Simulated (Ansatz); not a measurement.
Relaxation of CH$_{4}$F$_{2}$OSi$_{2}$ (10 atoms, charge 0, multiplicity 1), to a largest force component of 0.015 eV/Å in at most 40 steps.

These are results of RKS PBE-D4/def2-SVP (Ansatz 0.2.0), not measurements.

```xyz
10
Properties=species:S:1:pos:R:3
O 1.292 -1.781 -0.884
C 0.767 -0.806 -1.532
Si -0.253 0.526 -0.689
F -1.615 0.596 -1.335
F 0.482 1.943 -0.956
Si -0.355 0.106 1.577
H 0.922 -0.686 -2.615
H -1.001 -1.185 1.861
H 0.987 0.087 2.277
H -1.144 1.148 2.298
```

**Question.** Where does it end, and by what steps?

**Answer.** The run converged. After 8 steps the energy has fallen by 0.586 eV; H7 moved furthest, 0.17 Å.

```tsv
step	energy less start (eV)	largest force component (eV/Å)	accepted
0	0.0000	5.109	yes
1	-0.4350	2.773	yes
2	-0.5252	1.145	yes
3	-0.5478	0.768	yes
4	-0.5311	0.602	no
5	-0.5828	0.082	yes
6	-0.5857	0.063	yes
7	-0.5860	0.075	yes
8	-0.5865	0.011	yes
```

```xyz
10
Properties=species:S:1:pos:R:3
O 1.234 -1.691 -0.786
C 0.795 -0.817 -1.518
Si -0.241 0.584 -0.668
F -1.721 0.656 -1.366
F 0.474 2.028 -0.965
Si -0.344 0.084 1.625
H 0.994 -0.843 -2.636
H -1.002 -1.254 1.804
H 1.048 0.063 2.186
H -1.153 1.139 2.327
```

Whether the end is a true minimum wasn't checked by a vibrational analysis.

Time of the run: 38 s on 2 threads of Arm Neoverse N1 (shared host), peak memory 0.15 GiB.
